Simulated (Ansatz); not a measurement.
Cost and result for the atomization energy of `CC#[C][GeH2][OH]` (11 atoms, 10 bonds).

```xyz
11

C    -0.433    2.415    0.506
C    -0.045    1.052    0.209
C     0.281   -0.086   -0.033
Ge    0.775   -1.871   -0.429
O    -0.613   -2.945   -0.136
H     0.388    3.105    0.296
H    -1.290    2.717   -0.101
H    -0.705    2.522    1.559
H     1.864   -2.373    0.522
H     1.206   -1.954   -1.903
H    -1.428   -2.582   -0.490
```

Total charge 0; spin multiplicity 1. Correlated methods include outer-core shells of Ge, which these sets cover unevenly. Scalar relativity is left out up to krypton. Geometry: relaxed with PBE0-D4/def2-TZVP. It is one conformer, not always the lowest. Program: Ansatz. All runs use 4 threads of an Arm Neoverse V2 on a shared host. Times are those of one run each, without the atoms' runs, and a repeat can differ threefold. Electronic energies, without spin–orbit coupling; frozen cores. CCSD(T)/CBS adds CCSD(T) − MP2 in def2-TZVPP to the MP2 limit, and its time is that of the two runs behind it. T1 = 0.012. With those shells the extrapolation isn't a true limit. B3LYP takes the VWN-RPA correlation (the form of Gaussian; ORCA's B3LYP/G).

CCSD(T)/CBS is a level of theory with its own doubt, some kJ/mol a heavy atom from the limit and from the frozen cores, so smaller differences don't rank the functionals.

```json
{"level": "PBE-D4/def2-TZVPP (with forces)", "functions": "256", "wall time": "2.1 s"}
{"level": "PBE0-D4/def2-TZVPP", "functions": "256", "wall time": "2.7 s"}
{"level": "B3LYP-D4/def2-TZVPP (with forces)", "functions": "256", "wall time": "4.1 s"}
{"level": "r2SCAN-D4/def2-TZVPP (with forces)", "functions": "256", "wall time": "4.2 s"}
{"level": "B2PLYP/def2-TZVPP", "functions": "256", "wall time": "5 s"}
{"level": "ωB97X-V/def2-TZVPP", "functions": "256", "wall time": "7 s"}
{"level": "ωB97M-V/def2-TZVPP (with forces)", "functions": "256", "wall time": "10 s"}
{"level": "MP2/def2-QZVPP", "functions": "497", "wall time": "23 s"}
{"level": "CCSD(T)/def2-TZVPP", "functions": "256", "wall time": "3.5 min"}
{"level": "CCSD(T)/CBS(def2)", "functions": "–", "wall time": "3.8 min"}
```

Q: What atomization energy does each give, and how far from CCSD(T)/CBS? (An estimate is asked.)

A: Computed: 
| level | atomization (kJ/mol) | difference from CCSD(T)/CBS | per bond |
| --- | --- | --- | --- |
| PBE-D4/def2-TZVPP (with forces) | 4333.3 | 77.7 | 7.8 |
| PBE0-D4/def2-TZVPP | 4248.0 | -7.6 | -0.8 |
| B3LYP-D4/def2-TZVPP (with forces) | 4232.0 | -23.6 | -2.4 |
| r2SCAN-D4/def2-TZVPP (with forces) | 4256.3 | 0.7 | 0.1 |
| B2PLYP/def2-TZVPP | 4212.0 | -43.6 | -4.4 |
| ωB97X-V/def2-TZVPP | 4248.1 | -7.5 | -0.7 |
| ωB97M-V/def2-TZVPP (with forces) | 4242.4 | -13.2 | -1.3 |
| MP2/def2-QZVPP | 4302.7 | 47.1 | 4.7 |
| CCSD(T)/def2-TZVPP | 4160.3 | -95.3 | -9.5 |
| CCSD(T)/CBS(def2) | 4255.6 | 0.0 | 0.0 |

From PBE to PBE0 (25 % exact exchange), in def2-TZVPP and without D4, the atomization energy moves by −82.4 kJ/mol: exact exchange takes away binding that semilocal exchange gives to molecules. The D4 term adds +30.6 kJ/mol with B3LYP and +16.1 kJ/mol with PBE0; it sums over pairs of atoms, weighted by their polarisabilities, and B3LYP, whose exchange is more repulsive, gets the larger term. In def2-TZVPP, CCSD(T) changes the Hartree–Fock value by +1092.6 kJ/mol (the triples alone add +71.6 kJ/mol) and MP2 by +1179.3 kJ/mol; breaking electron pairs costs correlation energy, which Hartree–Fock lacks.
